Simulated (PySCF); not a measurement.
Electron correlation in Cl (chlorine, neutral)

[Ne] 3s2 3p5, 2P determinant. All numbers are calculated (PySCF 2.14, the spin-free X2C one-electron Hamiltonian (Gaussian nucleus), in dyall-av3z (19s12p3d2f, 84 functions)). Frozen: [Ne]; 7 electrons correlated; the 26 highest virtual orbitals of each spin left out.

MP2 pair energies summed by pair of shells (mhartree):

```
 pair   energy  share (%)
3p-3p  -100.30       61.2
3s-3p   -53.99       32.9
3s-3s    -9.68        5.9
```

Total MP2 correlation energy: -163.98 mhartree.

Same-spin part -37.52 and opposite-spin part -126.46 mhartree; SCS-MP2 scales them by 1/3 and 6/5 to -164.26 mhartree.
